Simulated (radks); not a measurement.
Results of a calculation; reference values are marked as such.
Q: The mean radii <r> (bohr) of the occupied orbitals of an atom or ion are listed with their occupations. Code: a radial shooting solver on a logarithmic mesh with Libxc functionals. Model: non-relativistic Kohn-Sham, PBEsol, spin-unpolarised, spherical densities, point nucleus.

orbital  occ.      <r>
1s          2  0.06710
2s          2   0.3113
2p          6   0.2753
3s          2   0.9572
3p          6    1.018
3d          3    1.311
7f          1    31.84

Name the element and its charge.

A: Z = 23, vanadium, charge +1: V+ in [Ar] 3d3 7f1. The 1s radius gives Z: for a bare nucleus <r> = 1.5/Z, 0.06522 bohr for Z = 23, and screening makes it slightly larger (0.06710 here). The occupations add up to 22, and the charge is Z minus that.
